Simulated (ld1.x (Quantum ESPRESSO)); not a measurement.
## Which setting gave this result? (Fe, TM)

Base potential:

| Quantity | Value |
| --- | --- |
| Element | Fe (Z = 26) |
| Generator | ld1.x (Quantum ESPRESSO) 7.5 |
| Type | norm-conserving Troullier–Martins (Kleinman–Bylander form) |
| Functional | LDA (PZ) |
| Relativity | scalar-relativistic |
| Frozen core | [Ne] |
| Valence charge | 16 |
| Reference configuration | 3s2 3p6 3d6 4s0 4p0 (charge +2) |
| Partial waves | 3s (bound): rc 1.35 bohr; 3p (bound): rc 1.05 bohr; 3d (bound): rc 1.25 bohr |
| Local potential | all-electron potential smoothed inside 1.20 bohr (lloc = -1) |
| Core correction | a·sin(br)/r model core inside 1.00 bohr |

Cutoffs, loose and tight: the cutoffs (Ry, on a coarse ladder) from which the occupation-weighted sum of valence levels, in a spherical-Bessel basis at the reference potential, stays within 10 and 1 mRy of its value at 400 Ry. They do not see the model core or the augmentation charge, which bear on the density cutoff. Test errors are all-electron minus pseudo excitation energies from the reference, over the configurations 3s2 3p6 3d6 4s2 4p0; 3s2 3p6 3d6 4s1 4p0; 3s2 3p6 3d5 4s0 4p0; 3s2 3p5 3d6 4s2 4p0; 3s2 3p6 3d5 4s2 4p0; 3s1 3p6 3d6 4s2 4p0; 3s2 3p6 3d6 4s1.5 4p0 (two spin-polarised tests are not counted in the largest error); variants that change the core or the reference have their own tests.

Only the scale of all radii but the core radius (base = 1) is moved:

| scale of all radii but the core radius (base = 1) | cutoff, loose | cutoff, tight | bound ghosts | largest test error (meV) |
| --- | --- | --- | --- | --- |
| 0.77 | 200 Ry | 300 Ry | none | +650 |
| 0.89 | 160 Ry | 260 Ry | none | +653 |
| 1.12 | 120 Ry | 200 Ry | none | -3040 |
| 1.24 | 110 Ry | 180 Ry | none | +5592 |
| 1.34 | 90 Ry | 160 Ry | none | +2175 |

Task: One more run gave cutoff, loose: 140 Ry; cutoff, tight: 200 Ry; bound ghosts: none; largest test error (meV): +206. Which value of the scale of all radii but the core radius (base = 1) was used?

Result: 1.04. The loose cutoff moves one way along this sweep, from 200 Ry at 0.77 to 90 Ry at 1.34, which places the run between 0.89 and 1.12.
